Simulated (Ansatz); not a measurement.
Basis-set extrapolation for `C[B-](Cl)(Cl)[NH2+][SiH3]` (PBE0-D4/def2-TZVP geometry, frozen core, Ansatz). Multiplicity 1, RHF reference.

```json
{"": "HF", "def2-TZVPP": "-1329.806120", "def2-QZVPP": "-1329.846073"}
{"": "MP2 correlation", "def2-TZVPP": "-1.028009", "def2-QZVPP": "-1.110827"}
{"": "CCSD(T) correlation", "def2-TZVPP": "-1.145288", "def2-QZVPP": "not run"}
```

Energies in hartree. Use E(X) = E(∞) + A·exp(−7.88·√X) for Hartree–Fock and E(X) = E(∞) + B·X^(−2.97) for correlation, with X = 3 and 4, and add CCSD(T) minus MP2 of the smaller set to the MP2 limit.

Problem. What is the CCSD(T) energy at the basis-set limit?

Solution. HF limit: -1329.846073 + (-0.039953) × 0.13774 = -1329.85158. MP2 limit: -1.110827 + (-0.082818) × 0.74074 = -1.17217. Higher-order term: -1.145288 − (-1.028009) = -0.11728. Total: -1331.14103 hartree, 497.9 kJ/mol below CCSD(T)/def2-TZVPP.
